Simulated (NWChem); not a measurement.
All runs are NWChem calculations. System: I (-1), charge -1, spin multiplicity 1. Level: RHF/def2-TZVPD with def2 effective core potentials on I.

NWChem printed:

```
             Northwest Computational Chemistry Package (NWChem) 7.3.0
             --------------------------------------------------------

                                NWChem Input Module
                                -------------------

 Scaling coordinates for geometry "geometry" by  1.889725989
 (inverse scale =  0.529177249)

                             Geometry "geometry" -> ""
                             -------------------------

 Output coordinates in angstroms (scale by  1.889725989 to convert to a.u.)

  No.       Tag          Charge          X              Y              Z
 ---- ---------------- ---------- -------------- -------------- --------------
    1 I                   53.0000     0.00000000     0.00000000     0.00000000

 Effective nuclear repulsion energy (a.u.)       0.0000000000

            Nuclear Dipole moment (a.u.)
            ----------------------------
        X                 Y               Z
 ---------------- ---------------- ----------------
     0.0000000000     0.0000000000     0.0000000000

      Symmetry information
      --------------------

 Group name             D2h
 Group number             26
 Group order               8
 No. of unique centers     1

      Symmetry unique atoms

     1


 Summary of "ao basis" -> "" (spherical)
 ------------------------------------------------------------------------------
       Tag                 Description            Shells   Functions and Types
 ---------------- ------------------------------  ------  ---------------------
 *                         def2-tzvpd                 on all atoms

 Summary of "ao basis" -> "ao basis" (spherical)
 ------------------------------------------------------------------------------
       Tag                 Description            Shells   Functions and Types
 ---------------- ------------------------------  ------  ---------------------
 I                         def2-tzvpd               19       59   7s6p4d2f

                                 NWChem SCF Module
                                 -----------------

  ao basis        = "ao basis"
  functions       =    59
  atoms           =     1
  closed shells   =    13
  open shells     =     0
  charge          =  -1.00
  wavefunction    = RHF
  use symmetry    = T
  symmetry adapt  = T

 Summary of "ao basis" -> "ao basis" (spherical)
 ------------------------------------------------------------------------------
       Tag                 Description            Shells   Functions and Types
[...]
    8   -2.0066
    9   -2.0066
   10   -0.6076
   11   -0.1260
   12   -0.1260
   13   -0.1260
   14    0.1853
   15    0.1853
   16    0.1853
   17    0.2727
   18    0.3478
   19    0.3478
   20    0.3478
   21    0.3478
   22    0.3478
   23    0.5443

                       ROHF Final Molecular Orbital Analysis
                       -------------------------------------

 Vector   11  Occ=2.000000D+00  E=-1.259937D-01  Symmetry=b1u
              MO Center= -2.2D-35, -8.4D-36,  1.2D-19, r^2= 2.4D+00
   Bfn.  Coefficient  Atom+Function         Bfn.  Coefficient  Atom+Function
  ----- ------------  ---------------      ----- ------------  ---------------
    19      0.506643  1 I  pz                13     -0.426821  1 I  pz
    22      0.335646  1 I  pz                16      0.329548  1 I  pz

 Vector   12  Occ=2.000000D+00  E=-1.259937D-01  Symmetry=b2u
              MO Center=  1.5D-34, -1.3D-17,  4.2D-34, r^2= 2.4D+00
   Bfn.  Coefficient  Atom+Function         Bfn.  Coefficient  Atom+Function
  ----- ------------  ---------------      ----- ------------  ---------------
    18      0.506643  1 I  py                12     -0.426821  1 I  py
    21      0.335646  1 I  py                15      0.329548  1 I  py

 Vector   13  Occ=2.000000D+00  E=-1.259937D-01  Symmetry=b3u
              MO Center= -2.1D-17,  5.9D-33, -1.2D-32, r^2= 2.4D+00
   Bfn.  Coefficient  Atom+Function         Bfn.  Coefficient  Atom+Function
  ----- ------------  ---------------      ----- ------------  ---------------
    17      0.506643  1 I  px                11     -0.426821  1 I  px
    20      0.335646  1 I  px                14      0.329548  1 I  px

 Vector   14  Occ=0.000000D+00  E= 1.852854D-01  Symmetry=b1u
              MO Center=  4.6D-36,  3.3D-36,  6.6D-20, r^2= 2.1D+01
   Bfn.  Coefficient  Atom+Function         Bfn.  Coefficient  Atom+Function
  ----- ------------  ---------------      ----- ------------  ---------------
    25      1.296832  1 I  pz                22     -0.726607  1 I  pz
    19      0.153448  1 I  pz                16     -0.151693  1 I  pz

 Vector   15  Occ=0.000000D+00  E= 1.852854D-01  Symmetry=b3u
              MO Center= -8.9D-19,  3.8D-34, -2.2D-34, r^2= 2.1D+01
   Bfn.  Coefficient  Atom+Function         Bfn.  Coefficient  Atom+Function
  ----- ------------  ---------------      ----- ------------  ---------------
    23      1.296832  1 I  px                20     -0.726607  1 I  px
    17      0.153448  1 I  px                14     -0.151693  1 I  px

 Vector   16  Occ=0.000000D+00  E= 1.852854D-01  Symmetry=b2u
              MO Center= -9.3D-36, -2.9D-19, -1.0D-35, r^2= 2.1D+01
   Bfn.  Coefficient  Atom+Function         Bfn.  Coefficient  Atom+Function
  ----- ------------  ---------------      ----- ------------  ---------------
    24      1.296832  1 I  py                21     -0.726607  1 I  py
    18      0.153448  1 I  py                15     -0.151693  1 I  py

 center of mass
 --------------
 x =   0.00000000 y =   0.00000000 z =   0.00000000

 moments of inertia (a.u.)
 ------------------
           0.000000000000           0.000000000000           0.000000000000
           0.000000000000           0.000000000000           0.000000000000
           0.000000000000           0.000000000000           0.000000000000

  Mulliken analysis of the total density
  --------------------------------------

    Atom       Charge   Shell Charges
 -----------   ------   -------------------------------------------------------
    1 I   25    26.00   0.18 -0.76  1.58  1.01  1.04  0.89  0.06 -0.49  6.45  1.35  2.82  1.72  0.16  9.23  0.75  0.02 -0.00  0.00  0.00

       Multipole analysis of the density wrt the origin
       ------------------------------------------------

     L   x y z        total         open         nuclear
     -   - - -        -----         ----         -------
     0   0 0 0     -1.000000      0.000000     25.000000

     1   1 0 0      0.000000      0.000000      0.000000
     1   0 1 0      0.000000      0.000000      0.000000
     1   0 0 1     -0.000000      0.000000      0.000000

     2   2 0 0    -25.405887      0.000000      0.000000
     2   1 1 0     -0.000000      0.000000      0.000000
     2   1 0 1     -0.000000      0.000000      0.000000
     2   0 2 0    -25.405887      0.000000      0.000000
     2   0 1 1     -0.000000      0.000000      0.000000
     2   0 0 2    -25.405887      0.000000      0.000000

 Task  times  cpu:        0.5s     wall:        0.5s

 Total times  cpu:        0.5s     wall:        0.5s
```

Problem. Write an NWChem input that would produce this output.

Solution. Several could match; the one computed here: 
```
start mol
memory heap 200 mb stack 900 mb global 1100 mb
charge -1
geometry units angstroms nocenter noautoz
  I      0.000000     0.000000     0.000000
  symmetry group D2h
end
basis spherical
  * library def2-tzvpd
end
ecp
  I library def2-ecp
end
scf
  rhf
  nopen 0
  maxiter 100
  thresh 1e-7
  semidirect memsize 60000000 filesize 0
end
task scf energy
```
